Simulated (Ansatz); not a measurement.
`N[Si](N)(O)Br` + H₂O → `N[Si](N)(O)O` + HBr  (formal hydrolysis of the Si–Br bond)

Isolated molecules relaxed with PBE0-D4/def2-TZVP in Ansatz; ΔE leaves out vibrations. CBS: MP2 limit from def2 TZ/QZ plus the TZ coupled-cluster correction, frozen cores. This one scheme is used for every species. DFT in def2-TZVPP. For Br outer-core shells are correlated without core-valence functions, which leaves a few kJ/mol of doubt a bond. Scalar relativity is left out up to krypton. Each species was taken in one conformer, which may not be the lowest.

`N[Si](N)(O)Br`:

```xyz
10

N     0.309    0.318   -1.512
Si   -0.256   -0.015    0.043
N     1.049   -0.555    0.977
O    -1.057    1.348    0.468
Br   -1.756   -1.680    0.263
H     0.915   -0.329   -1.986
H    -0.237    0.876   -2.146
H     0.922   -1.200    1.737
H     1.888   -0.005    1.062
H    -1.776    1.242    1.093
```

H₂O:

Cartesian coordinates in Å:
```
O 0.322 -0.102 -0.194
H -0.194 -0.643 0.409
H -0.128 0.745 -0.215
```

`N[Si](N)(O)O`:

```xyz
11

N    -1.234   -0.684    0.783
Si    0.076   -0.091   -0.122
N     0.466    1.508    0.287
O    -0.147    0.021   -1.750
O     1.243   -1.206    0.215
H    -2.174   -0.350    0.657
H    -1.198   -1.601    1.193
H     0.653    2.205   -0.411
H     0.301    1.889    1.201
H    -0.129   -0.809   -2.228
H     2.142   -0.881    0.174
```

HBr:

```xyz
2

Br   -0.255    0.531    0.397
H     0.255   -0.531   -0.397
```

**Question.** Is it downhill or uphill in electronic energy at CCSD(T)/CBS, and by how much? (Best estimate.)

**Answer.** Ansatz gave: Nearly level: ΔE = -1.1 kJ/mol.

**Question.** What do these levels give: r2SCANh-D4, BHLYP-D4, CAM-B3LYP-D4, ωB97M-V, B2PLYP, revPBE, PBE0, r2SCANh, r2SCAN0, RPA@PBE/def2-TZVPP, MP2/def2-SVP, HF/CBS(def2)? (Estimate.)

**Answer.** Computed: r2SCANh-D4 -3.4, BHLYP-D4 -7.3, CAM-B3LYP-D4 -12.8, ωB97M-V -4.6, B2PLYP -8.9, revPBE 3.1, PBE0 0.1, r2SCANh -4.2, r2SCAN0 -4.3, RPA@PBE/def2-TZVPP -11.7, MP2/def2-SVP -3.8, HF/CBS(def2) -17.0 kJ/mol.

**Question.** What do rigid-rotor, harmonic-oscillator terms from PBE0-D4/def2-TZVP frequencies (298.15 K, 1 bar) make of the CCSD(T)/CBS value? (Estimate.)

**Answer.** The calculation gave: ΔZPE = -8.0 kJ/mol, ΔH = -9.2 kJ/mol, ΔS = 5 J/(mol·K), ΔG = -10.6 kJ/mol.

Largest T1 diagnostic among the species: 0.010.

In def2-TZVPP, CCSD(T) changes the Hartree–Fock value by +7.5 kJ/mol (the triples alone add +2.3 kJ/mol) and MP2 by +14.2 kJ/mol. Leaving LDA and LC-ωPBE aside and taking each functional with its dispersion term where it has one, the values, not all of them listed here, spread over 18.7 kJ/mol, from CAM-B3LYP-D4 to revPBE-D4. LDA lies −6.4 kJ/mol from PBE without D4.
